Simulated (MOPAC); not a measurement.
MOPAC input (AM1):

```
AM1 1SCF GEO-OK AUX(PRECISION=9) THREADS=1
C4H6SSi

Si    2.35129800 1   -0.33395300 1    0.35705000 1
C     0.51438300 1   -0.13066900 1    0.13864500 1
C    -0.49768000 1   -0.83077100 1    0.87162400 1
C    -1.76524600 1   -0.48679800 1    0.50688100 1
S    -1.76273300 1    0.69816300 1   -0.73820000 1
C    -0.04596500 1    0.73202300 1   -0.76928700 1
H     2.76053500 1    0.00250500 1    1.74208700 1
H     2.76485600 1   -1.73286000 1    0.09052500 1
H     3.04655300 1    0.56860500 1   -0.58948700 1
H    -0.28679500 1   -1.56157200 1    1.64005900 1
H    -2.69600600 1   -0.86254500 1    0.89925900 1
H     0.46345800 1    1.38789700 1   -1.45710900 1
```

From the output:

```
                                                       MOPAC v23.2.5 Linux

          FINAL HEAT OF FORMATION =         27.33515 KCAL/MOL =     114.37027 KJ/MOL

          COSMO AREA              =        151.01 SQUARE ANGSTROMS
          COSMO VOLUME            =        148.72 CUBIC ANGSTROMS

          IONIZATION POTENTIAL    =          9.243222 EV
          HOMO LUMO ENERGIES (EV) =         -9.243  0.122
          NO. OF FILLED LEVELS    =         16
          MOLECULAR WEIGHT        =        114.2369         POINT GROUP:  Cs

          MOLECULAR DIMENSIONS (Angstroms)

            Atom       Atom       Distance
            H    11    H     9     6.10258
            H    12    H     8     4.03920
            H     7    H     8     2.28789

          SCF CALCULATIONS        =          1

   ATOM   CHEMICAL          X               Y               Z
  NUMBER   SYMBOL      (ANGSTROMS)     (ANGSTROMS)     (ANGSTROMS)

     1      Si          2.35129800  *  -0.33395300  *   0.35705000  *
     2       C          0.51438300  *  -0.13066900  *   0.13864500  *
     3       C         -0.49768000  *  -0.83077100  *   0.87162400  *
     4       C         -1.76524600  *  -0.48679800  *   0.50688100  *
     5       S         -1.76273300  *   0.69816300  *  -0.73820000  *
     6       C         -0.04596500  *   0.73202300  *  -0.76928700  *
     7       H          2.76053500  *   0.00250500  *   1.74208700  *
     8       H          2.76485600  *  -1.73286000  *   0.09052500  *
     9       H          3.04655300  *   0.56860500  *  -0.58948700  *
    10       H         -0.28679500  *  -1.56157200  *   1.64005900  *
    11       H         -2.69600600  *  -0.86254500  *   0.89925900  *
    12       H          0.46345800  *   1.38789700  *  -1.45710900  *

                             CARTESIAN COORDINATES

   1   Si        2.351298000    -0.333953000     0.357050000
   2    C        0.514383000    -0.130669000     0.138645000
   3    C       -0.497680000    -0.830771000     0.871624000
   4    C       -1.765246000    -0.486798000     0.506881000
   5    S       -1.762733000     0.698163000    -0.738200000
   6    C       -0.045965000     0.732023000    -0.769287000
   7    H        2.760535000     0.002505000     1.742087000
   8    H        2.764856000    -1.732860000     0.090525000
   9    H        3.046553000     0.568605000    -0.589487000
  10    H       -0.286795000    -1.561572000     1.640059000
  11    H       -2.696006000    -0.862545000     0.899259000
  12    H        0.463458000     1.387897000    -1.457109000

           Empirical Formula: C4 H6 Si S  =    12 atoms

      MOLECULAR POINT GROUP   :   Cs

                  EIGENVALUES
 -37.61898 -29.90209 -24.79458 -20.31360 -18.47273 -16.52170 -15.17197 -13.94331
 -13.66425 -13.43046 -12.49874 -12.13085 -12.00585 -11.41809  -9.58029  -9.24322
   0.12242   0.80426   1.11852   1.35052   1.67314   1.74277   2.06958   2.22828
   4.07789   4.35899   4.69120   4.97106   5.30557   5.54519

              NET ATOMIC CHARGES AND DIPOLE CONTRIBUTIONS

  ATOM NO.   TYPE          CHARGE      No. of ELECS.   s-Pop       p-Pop
    1         Si           0.850917        3.1491     0.83359     2.31550
    2          C          -0.384297        4.3843     1.26804     3.11625
    3          C          -0.123294        4.1233     1.21631     2.90699
    4          C          -0.387896        4.3879     1.25630     3.13159
    5          S           0.434015        5.5660     1.82949     3.73650
    6          C          -0.345414        4.3454     1.25940     3.08601
    7          H          -0.172532        1.1725     1.17253
    8          H          -0.172532        1.1725     1.17253
    9          H          -0.176207        1.1762     1.17621
   10          H           0.147816        0.8522     0.85218
   11          H           0.165712        0.8343     0.83429
   12          H           0.163710        0.8363     0.83629
 DIPOLE           X         Y         Z       TOTAL
 POINT-CHG.    -0.497     0.765    -0.805     1.217
 HYBRID         0.323    -0.668     0.703     1.022
 SUM           -0.174     0.097    -0.102     0.224

          ATOMIC ORBITAL ELECTRON POPULATIONS

     Atom    s        px        py        pz
    1 Si   0.83359   0.69031   0.81278   0.81241
    2  C   1.26804   1.11089   1.00631   0.99905
    3  C   1.21631   0.90175   1.00315   1.00209
    4  C   1.25630   1.01109   1.06384   1.05667
    5  S   1.82949   1.02951   1.36947   1.33751
    6  C   1.25940   0.98576   1.05209   1.04816
    7  H   1.17253
    8  H   1.17253
    9  H   1.17621
   10  H   0.85218
   11  H   0.83429
   12  H   0.83629

 **********************
 *                    *
 * JOB ENDED NORMALLY *
 *                    *
 **********************

 == MOPAC DONE ==
```

The geometry given is a B3LYP-D3(BJ)/def2-TZVP minimum.
